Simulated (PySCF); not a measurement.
## Working out the ionisation energy of In

In [Kr] 4d10 5s2 5p1 (2P) → In+ [Kr] 4d10 5s2 (1S). All numbers are calculated (PySCF 2.14, scalar relativity by spin-free X2C-1e, in x2c-TZVPPall (8s6p4d2f, 60 functions)). Frozen: [Ar] 3d10. Energies in hartree (1 hartree = 27.21139 eV):

| part | In (lower) | In+ (upper) |
| --- | --- | --- |
| UHF | -5878.240739 | -5878.049441 |
| MP2 opposite-spin | -0.242838 | -0.238703 |
| MP2 same-spin | -0.127883 | -0.123277 |

Problem. What does Hartree-Fock give?

Solution. (-5878.049441) − (-5878.240739) = 0.191298 hartree = 5.205 eV.

Problem. What do MP2 and SCS-MP2 (6/5 opposite-spin, 1/3 same-spin) give?

Solution. The opposite-spin parts differ by 0.113 eV and the same-spin parts by 0.125 eV. MP2: 5.205 + (0.113) + (0.125) = 5.443 eV. SCS-MP2: 5.205 + 1.2 × (0.113) + (0.125)/3 = 5.382 eV.

Measured between the centres of the two terms (NIST): 5.603 eV, so MP2 (valence and next inner shell) is off by -0.160 eV.

What remains against the reference includes basis incompleteness, the frozen core and correlation beyond second order.
